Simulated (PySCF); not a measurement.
Compound: C4H8F2O2.
SMILES with atom numbers: `[CH3:1][O:2][C@@H:3]([F:4])[CH2:5][O:6][CH2:7][F:8]` (hydrogens: H9, H10, H11 on C1; H12 on C3; H13, H14 on C5; H15, H16 on C7)

The same species was optimised twice, with GFN2-xTB and with PBE0-D3(BJ)/def2-SVP (PySCF), and the same property calculations (PySCF, gas phase) were run on both structures.

```
     coordinate  GFN2-xTB  PBE0-D3(BJ)/def2-SVP  change
      C3–C5 (Å)     1.533                 1.512  -0.021
      C1–O2 (Å)     1.419                 1.406  -0.013
      C5–O6 (Å)     1.416                 1.404  -0.012
      C3–F4 (Å)     1.394                 1.386  -0.008
      C7–F8 (Å)     1.377                 1.370  -0.007
      O2–C3 (Å)     1.365                 1.361  -0.004
      O6–C7 (Å)     1.373                 1.370  -0.003
   C3–C5–O6 (°)     112.5                 111.1    -1.4
   O2–C3–C5 (°)     109.1                 108.2    -0.9
   O2–C3–F4 (°)     109.8                 110.5    +0.7
   C1–O2–C3 (°)     114.6                 115.2    +0.6
   F4–C3–C5 (°)     109.4                 109.1    -0.3
   O6–C7–F8 (°)     110.7                 110.9    +0.2
   C5–O6–C7 (°)     115.5                 115.5     0.0
C1–O2–C3–F4 (°)        67                    68      +1
O2–C3–C5–O6 (°)       163                   178     +15
C3–C5–O6–C7 (°)        86                    97     +11
C5–O6–C7–F8 (°)        71                    74      +3
```

Rotational constants: A = 5452, B = 919.3, C = 866.8 MHz (GFN2-xTB) against A = 5630, B = 909.5, C = 865.8 MHz (PBE0-D3(BJ)/def2-SVP). Point groups within 0.08 Å: C1 and C1.

On the GFN2-xTB structure: lowest singlet, TDDFT (eV) 8.30 [CAM-B3LYP/def2-SVPD]; lowest triplet, Tamm–Dancoff (eV) 8.09 [CAM-B3LYP/def2-SVPD]; isotropic polarisability (au) 61.3 [CAM-B3LYP/def2-SVPD]; HOMO (eV) -10.02 [CAM-B3LYP/def2-SVPD]; LUMO (eV) 1.26 [CAM-B3LYP/def2-SVPD]; dipole (D) 2.86 [CAM-B3LYP/def2-SVPD]; HOMO (eV) -8.38 [PBE0/pcSseg-1]; LUMO (eV) 1.57 [PBE0/pcSseg-1]; dipole (D) 2.82 [PBE0/pcSseg-1]; GIAO shielding of C1 (ppm) 128.1 [PBE0/pcSseg-1]; GIAO shielding of O2 (ppm) 259.5 [PBE0/pcSseg-1]; GIAO shielding of C3 (ppm) 65.5 [PBE0/pcSseg-1]; GIAO shielding of F4 (ppm) 327.9 [PBE0/pcSseg-1]; GIAO shielding of C5 (ppm) 115.5 [PBE0/pcSseg-1]; GIAO shielding of O6 (ppm) 252.6 [PBE0/pcSseg-1]; GIAO shielding of C7 (ppm) 81.2 [PBE0/pcSseg-1]; GIAO shielding of F8 (ppm) 355.7 [PBE0/pcSseg-1].

Task: What do these properties become on the PBE0-D3(BJ)/def2-SVP structure?

Result: 
```json
{"property": "lowest singlet, TDDFT (eV)", "level": "CAM-B3LYP/def2-SVPD", "on GFN2-xTB": "8.30", "on PBE0-D3(BJ)/def2-SVP": "8.28", "change": "-0.02"}
{"property": "lowest triplet, Tamm–Dancoff (eV)", "level": "CAM-B3LYP/def2-SVPD", "on GFN2-xTB": "8.09", "on PBE0-D3(BJ)/def2-SVP": "8.07", "change": "-0.02"}
{"property": "isotropic polarisability (au)", "level": "CAM-B3LYP/def2-SVPD", "on GFN2-xTB": "61.3", "on PBE0-D3(BJ)/def2-SVP": "61.5", "change": "+0.2"}
{"property": "HOMO (eV)", "level": "CAM-B3LYP/def2-SVPD", "on GFN2-xTB": "-10.02", "on PBE0-D3(BJ)/def2-SVP": "-10.00", "change": "+0.02"}
{"property": "LUMO (eV)", "level": "CAM-B3LYP/def2-SVPD", "on GFN2-xTB": "1.26", "on PBE0-D3(BJ)/def2-SVP": "1.24", "change": "-0.02"}
{"property": "dipole (D)", "level": "CAM-B3LYP/def2-SVPD", "on GFN2-xTB": "2.86", "on PBE0-D3(BJ)/def2-SVP": "2.72", "change": "-0.14"}
{"property": "energy, GFN2-xTB geometry as zero (kcal/mol)", "level": "CAM-B3LYP/def2-SVPD", "on GFN2-xTB": "0.0", "on PBE0-D3(BJ)/def2-SVP": "-0.7", "change": "-0.7"}
{"property": "HOMO (eV)", "level": "PBE0/pcSseg-1", "on GFN2-xTB": "-8.38", "on PBE0-D3(BJ)/def2-SVP": "-8.36", "change": "+0.02"}
{"property": "LUMO (eV)", "level": "PBE0/pcSseg-1", "on GFN2-xTB": "1.57", "on PBE0-D3(BJ)/def2-SVP": "1.53", "change": "-0.04"}
{"property": "dipole (D)", "level": "PBE0/pcSseg-1", "on GFN2-xTB": "2.82", "on PBE0-D3(BJ)/def2-SVP": "2.69", "change": "-0.13"}
{"property": "energy, GFN2-xTB geometry as zero (kcal/mol)", "level": "PBE0/pcSseg-1", "on GFN2-xTB": "0.0", "on PBE0-D3(BJ)/def2-SVP": "-0.7", "change": "-0.7"}
{"property": "GIAO shielding of C1 (ppm)", "level": "PBE0/pcSseg-1", "on GFN2-xTB": "128.1", "on PBE0-D3(BJ)/def2-SVP": "128.2", "change": "+0.1"}
{"property": "GIAO shielding of O2 (ppm)", "level": "PBE0/pcSseg-1", "on GFN2-xTB": "259.5", "on PBE0-D3(BJ)/def2-SVP": "265.2", "change": "+5.7"}
{"property": "GIAO shielding of C3 (ppm)", "level": "PBE0/pcSseg-1", "on GFN2-xTB": "65.5", "on PBE0-D3(BJ)/def2-SVP": "69.6", "change": "+4.1"}
{"property": "GIAO shielding of F4 (ppm)", "level": "PBE0/pcSseg-1", "on GFN2-xTB": "327.9", "on PBE0-D3(BJ)/def2-SVP": "343.8", "change": "+15.9"}
{"property": "GIAO shielding of C5 (ppm)", "level": "PBE0/pcSseg-1", "on GFN2-xTB": "115.5", "on PBE0-D3(BJ)/def2-SVP": "116.1", "change": "+0.6"}
{"property": "GIAO shielding of O6 (ppm)", "level": "PBE0/pcSseg-1", "on GFN2-xTB": "252.6", "on PBE0-D3(BJ)/def2-SVP": "258.5", "change": "+5.9"}
{"property": "GIAO shielding of C7 (ppm)", "level": "PBE0/pcSseg-1", "on GFN2-xTB": "81.2", "on PBE0-D3(BJ)/def2-SVP": "80.0", "change": "-1.2"}
{"property": "GIAO shielding of F8 (ppm)", "level": "PBE0/pcSseg-1", "on GFN2-xTB": "355.7", "on PBE0-D3(BJ)/def2-SVP": "353.2", "change": "-2.5"}
```

The heavy atoms differ by 0.183 Å rms after alignment. Among bonds between heavy atoms C3–C5 changes most (-0.021 Å). Changes are differences of the printed values. Neither structure is proved a minimum here.

Conformer computed: `[CH3:1][O:2][C@@H:3]([F:4])[CH2:5][O:6][CH2:7][F:8]`: C1–O2–C3–F4 68°, O2–C3–C5–O6 178°, C3–C5–O6–C7 97°, C5–O6–C7–F8 74°.
